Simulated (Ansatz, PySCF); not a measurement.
Process, species as SMILES: COBOC -> CO[B]OC + H atom (the B-H bond at the site shown breaks; other sites are not compared here)
Structures are relaxed separately at B3LYP-D3(BJ)/def2-TZVP in Ansatz (a first-principles code), one conformer each, not searched for the lowest.
Geometry of the first species:
```xyz
12

B      0.1629     0.7393     0.2257
O      0.7528    -0.4510    -0.0634
C      2.1594    -0.6318     0.0074
O     -1.1821     0.8705     0.1461
C     -2.0056    -0.2281    -0.2401
H      0.8032     1.6932     0.5545
H      2.6654     0.2863     0.3142
H      2.5289    -0.9350    -0.9732
H      2.3807    -1.4214     0.7269
H     -1.7481    -0.5755    -1.2423
H     -1.8962    -1.0615     0.4562
H     -3.0366     0.1207    -0.2301
```
Charge 0, spin multiplicity 1.

Quantity: bond dissociation energy (electronic energy difference), in kJ/mol. Correlated levels leave the core frozen unless marked. UHF or UKS for open shells. No spin-orbit coupling. Non-relativistic. CBS(X,Y): correlation extrapolated as X^-3; Hartree-Fock from the larger set. [CCSD(T)-MP2]/basis is that difference in the basis named.

| level | program | bond dissociation energy (kJ/mol) |
|---|---|---|
| HF-D3(BJ)/def2-TZVPD | PySCF + dftd3 | … |
| revPBE/def2-TZVPD | Ansatz | 437.7 |
| TPSSh-D4/def2-TZVPD | PySCF + dftd4 | … |
| wB97M-V/def2-TZVPD | Ansatz | … |
| wB97X-V/def2-TZVPD | Ansatz | 472.2 |
| B2PLYP-D4/def2-TZVPD | Ansatz + dftd4 | 462.9 |
| CCSD/6-31G | Ansatz | … |
| RI-MP2/CBS(cc-pVTZ,cc-pVQZ)+[CCSD(T)-MP2]/cc-pVTZ | Ansatz | 475.1 |

**Question.** What belongs in the gaps?

**Answer.** 
- HF-D3(BJ)/def2-TZVPD, bond dissociation energy (kJ/mol): 382.0
- TPSSh-D4/def2-TZVPD, bond dissociation energy (kJ/mol): 465.5
- wB97M-V/def2-TZVPD, bond dissociation energy (kJ/mol): 476.0
- CCSD/6-31G, bond dissociation energy (kJ/mol): 427.8
